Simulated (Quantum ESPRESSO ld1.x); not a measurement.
Question: These are the eigenvalues of the occupied orbitals of an atom or ion with whole-number occupations (eV). Method: Dirac Kohn-Sham, PBE, spin-unpolarised, spherical densities, point nucleus; computed with ld1.x of Quantum ESPRESSO 7.5.

1s1/2: -80726.8
2s1/2: -14289.6
2p1/2: -13703.5
2p3/2: -11867.6
3s1/2: -3425.86
3p1/2: -3162.87
3p3/2: -2757.70
3d3/2: -2322.10
3d5/2: -2235.03
4s1/2: -798.266
4p1/2: -686.160
4p3/2: -588.979
4d3/2: -405.834
4d5/2: -387.734
5s1/2: -176.732
4f5/2: -152.830
4f7/2: -149.007
5p1/2: -139.880
5p3/2: -122.608
5d3/2: -71.2224
5d5/2: -69.0827

Which element is it, and in what charge state? The configuration may be excited. Open shells, if any, fill j = l - 1/2 first.

Answer: Z = 79, gold, charge +5: Au5+ in [Xe] 4f14 5d6. The list shows which subshells hold electrons but not how many an open one holds; the 1s level, -2966.7 hartree, gives Z - s = 77.0 by -(Z - s)^2/2, which with screening and relativity narrows Z to a few neighbours, and the depths of the outer levels then fix element, charge and occupations together.
